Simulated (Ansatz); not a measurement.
Two isomers of CH5BOSi: A = `O=CB[SiH3]`, B = `B[SiH2]C=O`.

Gas-phase electronic energies from Ansatz, PBE0-D4/def2-TZVP geometries. CCSD(T)/CBS is the MP2 limit (def2-TZVPP, def2-QZVPP) plus CCSD(T) − MP2 in def2-TZVPP, frozen cores. Functionals use def2-TZVPP. B3LYP here is the variant with VWN-RPA as its local correlation; programs differ in this. Each species was taken in one conformer, which may not be the lowest.

Q: Which is lower in electronic energy at CCSD(T)/CBS, and by how much? (Estimate.)

A: Computed: A, by 5.8 kcal/mol.

Q: Give E(B) − E(A) in kcal/mol with B2PLYP, B3LYP-D4, CCSD(T)/def2-SVP, PBE0-D4, HF/def2-TZVPP, CCSD/def2-TZVPP, MP2/def2-TZVPP. (Best estimate.)

A: The calculation gave: B2PLYP 6.4, B3LYP-D4 6.0, CCSD(T)/def2-SVP 8.2, PBE0-D4 6.8, HF/def2-TZVPP 1.3, CCSD/def2-TZVPP 5.0, MP2/def2-TZVPP 6.7. None reverses the order clearly.

Q: Does the order hold for the free energy at 298.15 K (harmonic terms from PBE0-D4)? (Best estimate.)

A: Computed: Yes: G(B) − G(A) = +5.5 kcal/mol, for one conformer each. Modes under 60 cm⁻¹, often nearly free rotors, make the harmonic entropy too high.

Largest T1 diagnostic: 0.021.

At CCSD(T), def2-SVP lies +2.3 kcal/mol from the extrapolated value and def2-TZVPP +0.3 kcal/mol. From r2SCAN to r2SCAN0 (25 % exact exchange), in def2-TZVPP and without D4, E(B) − E(A) moves by −1.2 kcal/mol.
